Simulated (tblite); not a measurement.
GaI2 (SMILES [I][Ga][I]), doublet, geometry from GFN2-xTB (such geometries of metal compounds can be far from the true shape) (the spin is typed, not shown lowest); tblite with GFN1-xTB.

Here is a job for tblite.
```
$ tblite run mol.xyz --method gfn1 --charge 0 --spin 1 --efield 0,0,0.1 --json tblite.json --no-restart

# file mol.xyz
3

Ga     0.90663725     0.40883641     0.27186944
I     -0.58581008     1.56596400    -1.54485264
I      0.05551282    -1.80509473     1.38583466
```

Question: What does tblite print? Leave out banner, timings and long lists.

Answer: 
```
xTB calculator
 | screened Coulomb repulsion
 | Coulomb electrostatics
 |  * isotropic Klopman-Ohno-Mataga-Nishimoto electrostatics
 |  * onsite third-order electrostatics
 | DFT-D3(BJ) dispersion correction
 | Interactions (1)
 | [1] electric field

halogen bonding energy    0.0000000000000E+00 Eh
repulsion energy          1.1985186071838E-02 Eh
dispersion energy        -1.2872685001394E-03 Eh
interaction energy        0.0000000000000E+00 Eh
number of electrons       1.7000000000000E+01 e
integral cutoff           4.0000000000000E+01 bohr

------------------------------------------------------------
  cycle        total energy    energy error   density error
------------------------------------------------------------
      1     -9.313635235192  -9.3243332E+00   2.8410704E-01
      2     -9.317102495159  -3.4672600E-03   1.8759851E-01
      3     -9.315503012317   1.5994828E-03   4.4451527E-02
      4     -9.317192827658  -1.6898153E-03   1.3371813E-02
      5     -9.317349676858  -1.5684920E-04   6.1857406E-04
      6     -9.317349685617  -8.7595158E-09   2.6913113E-04
      7     -9.317349720979  -3.5361285E-08   1.3690315E-05
------------------------------------------------------------

electronic energy        -9.3280476385502E+00 Eh
total energy             -9.3173497209785E+00 Eh

Post processing:
 | Mayer-Wiberg bond orders

[Info] JSON dump of results written to 'tblite.json'
```
